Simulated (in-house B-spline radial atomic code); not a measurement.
Spin-orbit splittings of orbital energies (j = l + 1/2 less j = l - 1/2) and ratios of mean radii (lower j over upper j) along the 16-electron series, configuration [Ne] 3s2 3p4. Computed with a radial B-spline atomic code at the basis-set limit: Dirac-Hartree-Fock, average of the configuration, finite nuclei.

```tsv
ion	Z	splitting of 2p (eV)	radius ratio of 2p	splitting of 3p (eV)	radius ratio of 3p
Sb35+	51	258.77	0.95146	62.043	0.97271
Te36+	52	282.09	0.94945	67.984	0.97157
I37+	53	307.03	0.94738	74.36	0.9704
Xe38+	54	?	?	?	?
Cs39+	55	362.08	0.94311	88.506	0.96798
Ba40+	56	392.38	0.9409	96.327	0.96672
La41+	57	424.64	0.93864	104.68	0.96544
Ce42+	58	458.97	0.93632	113.59	0.96412
Pr43+	59	495.47	0.93396	123.09	0.96277
Nd44+	60	534.23	0.93155	133.21	0.96139
Pm45+	61	575.38	0.92908	143.98	0.95998
Sm46+	62	619.02	0.92656	155.43	0.95854
Eu47+	63	665.27	0.92399	167.59	0.95706
Gd48+	64	714.26	0.92136	180.5	0.95555
Tb49+	65	766.12	0.91867	194.19	0.95401
Dy50+	66	820.96	0.91593	208.71	0.95243
Ho51+	67	878.94	0.91313	224.09	0.95082
Er52+	68	940.21	0.91028	240.36	0.94917
Tm53+	69	1004.9	0.90736	257.59	0.94748
Yb54+	70	1073.18	0.90438	275.8	0.94576
Lu55+	71	1145.21	0.90135	295.04	0.94399
Hf56+	72	?	?	?	?
Ta57+	73	1301.22	0.89509	336.83	0.94035
W58+	74	?	?	?	?
Re59+	75	1474.39	0.88857	383.36	0.93655
```

Question: Fill in the row of Xe38+.

Answer: splitting of 2p (eV): 333.66; radius ratio of 2p: 0.94527; splitting of 3p (eV): 81.192; radius ratio of 3p: 0.9692.

Question: Fill in the row of Hf56+.

Answer: splitting of 2p (eV): 1221.16; radius ratio of 2p: 0.89825; splitting of 3p (eV): 315.37; radius ratio of 3p: 0.94219.

Question: Fill in the row of W58+.

Answer: splitting of 2p (eV): 1385.56; radius ratio of 2p: 0.89186; splitting of 3p (eV): 359.48; radius ratio of 3p: 0.93847.

Question: With what power of Z does the column «splitting of 3p (eV)» change over this range?

Answer: A fit of the logarithm of its size against log Z from Z = 51 to 75 has slope 4.72. An unscreened hydrogenic electron would give 4 at low Z; screening makes the apparent power larger near the neutral end, and relativity raises it again at high Z.
